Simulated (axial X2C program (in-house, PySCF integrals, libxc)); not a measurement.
**Worked dissociation energy of LiAu⁺: CCSD, with spin–orbit coupling**

Calculated with an axial X2C code built on PySCF integrals. Two-component (2c) means X2C with spin–orbit coupling and atomic mean-field two-electron Coulomb and Gaunt terms. Basis: Au dyall-cv3z [13s14p9d6f4g], Li dyall-cv3z [7s8p2d] (cores contracted in-house); Gaussian nuclei, density fitting, unrestricted open shells. Masses: Au 196.967 u, Li 7.016 u.

Molecular state: Ω = 1/2 (⟨Sz⟩ = 0.50, ⟨Lz⟩ = 0.00 at HF).

Correlated methods: 11 electrons correlated (number of frozen shells: Au 5 s, 4 p, 2 d, 1 f; Li 1 s), 263 virtual spin orbitals or spinors in MP2, 90 natural virtuals in coupled cluster.

* E(Au) (2M_J = 1): -19011.769979 hartree
* E(Li+) (2M_J = 0): -7.236943 hartree
* E(LiAu⁺) at Re: -19019.028761 hartree
* ωe: 260.0 cm⁻¹
* ωexe: 3.59 cm⁻¹

Task: Work out De and D0.

Result: De = -19011.769979 + (-7.236943) − (-19019.028761) = 0.02184 hartree = 0.594 eV. The zero-point energy is ωe/2 − ωexe/4 = 129 cm⁻¹ = 0.016 eV, so D0 = 0.578 eV.

The state is one determinant whose occupation by symmetry is held fixed; it was picked as the lowest of a PBE0 search that is not exhaustive. De is counted from the lowest determinant-based energies of the atoms at the same level, without counterpoise correction. CCSD ran in a truncated set of natural virtual spinors with an MP2 remainder; without triples it tends to underbind.

Each atomic determinant is the lowest at this level and need not be a pure J level. Totals compare only within one Hamiltonian and basis.
